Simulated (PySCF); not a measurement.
B(CF3)(Cl)(H) (CHBClF₃), SMILES FC(F)(F)BCl.

The structure is a stationary point at B3LYP-D3(BJ)/def2-SVP. This is a generated structure with no PubChem entry under its InChIKey; it may be hypothetical.

Two levels are set side by side: PBE/def2-TZVP (PySCF) and M06-2X/def2-TZVP (PySCF). Same geometry, gas phase. Differences are taken from unrounded values.

```tsv
quantity	M06-2X
orbital gap (eV)	9.16
highest occupied level (eV)	-10.77
lowest empty level (eV)	-1.61
dipole moment (D)	1.77
mean polarisability (bohr³)	38.3
```

Task: What does PBE give, and how far is it from M06-2X? (Estimate from the structure and the level; the computed values follow.)

Result: 
```tsv
quantity	PBE	PBE minus M06-2X
orbital gap (eV)	4.33	-4.83
highest occupied level (eV)	-7.84	2.93
lowest empty level (eV)	-3.51	-1.90
dipole moment (D)	1.51	-0.26
mean polarisability (bohr³)	41.1	2.7
```

PBE's occupied levels lie high since its potential decays too fast outside the molecule; exact exchange lowers them and widens the gap. Loosely held outer electrons make PBE densities more polarisable. Differences between two approximate levels are no errors against the true value.

Rough cost on one machine, each run with all the roots and properties that it gave: M06-2X against PBE about 4 times.
